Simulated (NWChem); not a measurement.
Molecule: BNH₂Br₂; SMILES B(Br)(N)Br

```xyz
6

B      0.0000     0.0000    -0.6410
Br     1.6663     0.0000     0.3218
Br    -1.6663     0.0000     0.3218
N      0.0000     0.0000    -2.0261
H     -0.8549     0.0000    -2.5678
H      0.8549     0.0000    -2.5678
```
Atoms are numbered in this order, from 1.

All runs use the structure optimised with PBE0/def2-SVP.

Symmetry labels are those of C2v in the frame above (b1 and b2, or b-type labels, depend on it).

Task: List the 4 lowest vertical singlet excitations from B3LYP/def2-SVPD, TDA (NWChem).

Result: 
```csv
state,energy (eV),oscillator strength,symmetry,leading excitation (squared amplitude)
S1,6.10,0.000,a2,HOMO → LUMO (1.00)
S2,6.71,0.011,b1,HOMO → LUMO+1 (0.87)
S3,6.76,0.000,b2,HOMO−3 → LUMO (0.99)
S4,6.81,0.153,b1,HOMO−2 → LUMO (0.77)
```
